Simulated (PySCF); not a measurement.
A series of related molecules.

All values: PBE0/pcSseg-1 (PySCF) at GFN2-xTB geometries, gas phase, one conformer each.

Question: Rank by the highest Hirshfeld charge on any atom, highest value first.
A. `CO[Si@@H](OC=O)SC`
B. `C#C[Si@@H](OC=O)SC`
C. `CS[SiH2]OC=O`
D. `CS[Si@@H](OC=O)C(=O)O`

Answer: A (+0.426 e), B (+0.402 e), D (+0.388 e), C (+0.369 e).

All values together:

```csv
SMILES,change,formula,μ (D),HOMO (eV),LUMO (eV),lowest IAO charge (e),highest IAO charge (e),lowest Hirshfeld charge (e),highest Hirshfeld charge (e)
CS[SiH2]OC=O,parent,C2H6O2SSi,1.70,-7.15,-0.26,-0.573 (O),+0.919 (Si),-0.243 (O),+0.369 (Si)
CS[Si@@H](OC=O)C(C)C,H on Si replaced by iPr,C5H12O2SSi,1.32,-7.01,-0.20,-0.576 (O),+1.007 (Si),-0.244 (O),+0.389 (Si)
C=C[Si@@H](OC=O)SC,H on Si replaced by vinyl,C4H8O2SSi,1.81,-7.03,-1.01,-0.568 (O),+1.029 (Si),-0.239 (O),+0.384 (Si)
CO[Si@@H](OC=O)SC,H on Si replaced by OCH3,C3H8O3SSi,1.53,-7.02,-0.29,-0.642 (O),+1.220 (Si),-0.234 (O),+0.426 (Si)
COC(=O)[Si@H](OC=O)SC,H on Si replaced by COOCH3,C4H8O4SSi,2.36,-7.11,-0.83,-0.574 (O),+0.990 (Si),-0.242 (O),+0.382 (Si)
CS[Si@@H](OC=O)C(=O)O,H on Si replaced by COOH,C3H6O4SSi,1.04,-7.23,-0.98,-0.575 (O),+1.002 (Si),-0.252 (O),+0.388 (Si)
C#C[Si@@H](OC=O)SC,H on Si replaced by ethynyl,C4H6O2SSi,1.99,-7.18,-0.85,-0.570 (O),+1.055 (Si),-0.241 (O),+0.402 (Si)
CS[Si@H](OC=O)C1CC1,H on Si replaced by cPr,C5H10O2SSi,2.08,-6.92,-0.13,-0.569 (O),+1.036 (Si),-0.239 (O),+0.387 (Si)
CC[Si@H](OC=O)SC,H on Si replaced by C2H5,C4H10O2SSi,1.54,-7.08,-0.22,-0.572 (O),+1.005 (Si),-0.235 (O),+0.393 (Si)
```

Conformers: `[CH3:1][S:2][SiH2:3][O:4][CH:5]=[O:6]` with C1–S2–Si3–O4 180°, S2–Si3–O4–C5 180°, Si3–O4–C5–O6 0°; `[CH3:1][S:2][Si@@H:3]([O:4][CH:5]=[O:6])[CH:7]([CH3:8])[CH3:9]` with C1–S2–Si3–O4 44°, S2–Si3–O4–C5 178°, Si3–O4–C5–O6 2°, S2–Si3–C7–C8 -65°; `[CH2:1]=[CH:2][Si@@H:3]([O:4][CH:5]=[O:6])[S:7][CH3:8]` with C1–C2–Si3–O4 79°, C2–Si3–O4–C5 -66°, Si3–O4–C5–O6 -2°, C2–Si3–S7–C8 63°; `[CH3:1][O:2][Si@@H:3]([O:4][CH:5]=[O:6])[S:7][CH3:8]` with C1–O2–Si3–O4 76°, O2–Si3–O4–C5 -58°, Si3–O4–C5–O6 -1°, O2–Si3–S7–C8 53°; `[CH3:1][O:2][C:3](=[O:4])[Si@H:5]([O:6][CH:7]=[O:8])[S:9][CH3:10]` with C1–O2–C3–O4 -3°, O2–C3–Si5–O6 -30°, C3–Si5–O6–C7 -43°, Si5–O6–C7–O8 -2°, C3–Si5–S9–C10 -50°; `[CH3:1][S:2][Si@@H:3]([O:4][CH:5]=[O:6])[C:7](=[O:8])[OH:9]` with C1–S2–Si3–O4 -172°, S2–Si3–O4–C5 -176°, Si3–O4–C5–O6 5°, S2–Si3–C7–O8 64°, Si3–C7–O9–H 178°; `[CH:1]#[C:2][Si@@H:3]([O:4][CH:5]=[O:6])[S:7][CH3:8]` with C2–Si3–O4–C5 -67°, Si3–O4–C5–O6 -1°, C2–Si3–S7–C8 58°; `[CH3:1][S:2][Si@H:3]([O:4][CH:5]=[O:6])[CH:7]1[CH2:8][CH2:9]1` with C1–S2–Si3–O4 177°, S2–Si3–O4–C5 172°, Si3–O4–C5–O6 -2°, S2–Si3–C7–C8 -166°; `[CH3:1][CH2:2][Si@H:3]([O:4][CH:5]=[O:6])[S:7][CH3:8]` with C1–C2–Si3–O4 177°, C2–Si3–O4–C5 177°, Si3–O4–C5–O6 0°, C2–Si3–S7–C8 -168°.

Give the shifts from the parent, `CS[SiH2]OC=O`.

```
               SMILES  change in μ (D)  change in HOMO (eV)  change in LUMO (eV)
 CS[Si@@H](OC=O)C(C)C            -0.38                +0.14                +0.06
   C=C[Si@@H](OC=O)SC            +0.11                +0.12                -0.75
    CO[Si@@H](OC=O)SC            -0.17                +0.13                -0.03
COC(=O)[Si@H](OC=O)SC            +0.66                +0.04                -0.57
CS[Si@@H](OC=O)C(=O)O            -0.66                -0.08                -0.72
   C#C[Si@@H](OC=O)SC            +0.29                -0.03                -0.59
  CS[Si@H](OC=O)C1CC1            +0.38                +0.23                +0.13
     CC[Si@H](OC=O)SC            -0.16                +0.07                +0.04
```
